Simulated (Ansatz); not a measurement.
Consider the ligand exchange at a Ga–C bond: `O=[CH][Ga]([F])[GeH3]` + HCl → `[F][Ga]([Cl])[GeH3]` + `C=O`.

Calculated with Ansatz (gas phase, PBE0-D4/def2-TZVP geometries, no zero-point term in ΔE). CBS: MP2 limit from def2 TZ/QZ plus the TZ coupled-cluster correction, frozen cores. This one scheme is used for every species. DFT in def2-TZVPP. For Ga, Ge outer-core shells are correlated without core-valence functions, which leaves a few kJ/mol of doubt a bond. Scalar relativity is left out up to krypton. Each species was taken in one conformer, which may not be the lowest.

| level | ΔE (kJ/mol) |
| --- | --- |
| BLYP-D4 | -134.3 |
| r2SCAN-D4 | -146.8 |
| PBE0 | -146.0 |
| BHLYP | -156.1 |

Task: What does CCSD(T)/CBS give? (Estimate.)

Result: Ansatz gave: -147.4 kJ/mol. The listed levels differ from it by 13.1, 0.6, 1.4, -8.7 kJ/mol.

Largest T1 diagnostic among the species: 0.015.

Leaving LDA and LC-ωPBE aside and taking each functional with its dispersion term where it has one, the values, not all of them listed here, spread over 22.1 kJ/mol, from BHLYP-D4 to revPBE-D4. LDA lies +3.2 kJ/mol from PBE without D4. From BLYP to BHLYP (50 % exact exchange), in def2-TZVPP and without D4, ΔE moves by −20.5 kJ/mol. At CCSD(T), def2-SVP lies −8.5 kJ/mol from the extrapolated value and def2-TZVPP +1.2 kJ/mol.

CCSD(T)/CBS has its own doubt, a few kJ/mol and more with outer-core shells, so smaller differences from it don't rank the levels.
